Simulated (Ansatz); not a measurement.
Computed with Ansatz on PBE0-D4/def2-TZVP structures; ΔE is electronic, products minus reactants. CCSD(T)/CBS adds triple-zeta CCSD(T) − MP2 to the extrapolated MP2 energy (def2 sets, frozen cores). This one scheme is used for every species. Functionals use def2-TZVPP. B3LYP here is the variant with VWN-RPA as its local correlation; programs differ in this. Each species was taken in one conformer, which may not be the lowest.

Consider the ligand exchange at the Si–N bond: `[OH][AlH][NH][SiH3]` + `OC1=CC1` → `[SiH3]OC1=CC1` + `[NH2][AlH][OH]`.

`[OH][AlH][NH][SiH3]`:

Z-matrix (Å, degrees):
```
Si
N 1 1.727
H 1 1.491 2 111.8
H 1 1.483 2 108.0 3 -120.1
H 1 1.491 2 111.8 3 119.7
Al 2 1.775 1 130.8 3 120.0
H 2 1.012 1 114.2 3 -59.9
O 6 1.693 2 117.1 1 0.1
H 6 1.579 2 120.3 1 -180.0
H 8 0.955 6 123.7 2 -179.9
```

`OC1=CC1`:

Z-matrix (Å, degrees):
```
C
C 1 1.475
C 1 1.528 2 50.7
H 1 1.094 2 120.0 3 105.2
H 1 1.094 2 120.0 3 -105.3
O 2 1.327 1 144.6 3 -180.0
H 3 1.074 1 144.3 2 -180.0
H 6 0.962 2 108.6 1 -0.0
```

`[SiH3]OC1=CC1`:

```xyz
11

Si    0.958    0.391   -1.663
O     0.158    1.150   -0.406
C    -0.380    0.454    0.585
C    -1.034    0.434    1.690
C    -0.594   -0.912    1.113
H     2.118   -0.373   -1.145
H     0.036   -0.522   -2.381
H     1.399    1.497   -2.539
H    -1.552    0.902    2.507
H     0.230   -1.454    1.584
H    -1.338   -1.568    0.654
```

`[NH2][AlH][OH]`:

```xyz
7

N    -0.753   -1.058   -0.316
Al    0.371    0.132    0.332
O     0.354    1.671   -0.385
H    -1.397   -0.893   -1.073
H    -0.838   -2.001    0.022
H     1.338   -0.235    1.525
H     0.925    2.384   -0.105
```

Question: Is it downhill or uphill in electronic energy at CCSD(T)/CBS, and by how much? (An estimate is asked.)

Answer: Ansatz gave: Downhill: ΔE = -0.31 eV.

Question: What do these levels give: PBE0-D4, B3LYP-D4, SCS-MP2/def2-TZVPP, CCSD/def2-TZVPP, HF/def2-QZVPP, HF/CBS(def2)? (Best estimate.)

Answer: The calculation gave: PBE0-D4 -0.25, B3LYP-D4 -0.33, SCS-MP2/def2-TZVPP -0.34, CCSD/def2-TZVPP -0.32, HF/def2-QZVPP -0.37, HF/CBS(def2) -0.37 eV.

Largest T1 diagnostic among the species: 0.012.

In def2-TZVPP, CCSD(T) changes the Hartree–Fock value by +0.06 eV (the triples alone add +0.01 eV) and MP2 by +0.04 eV.
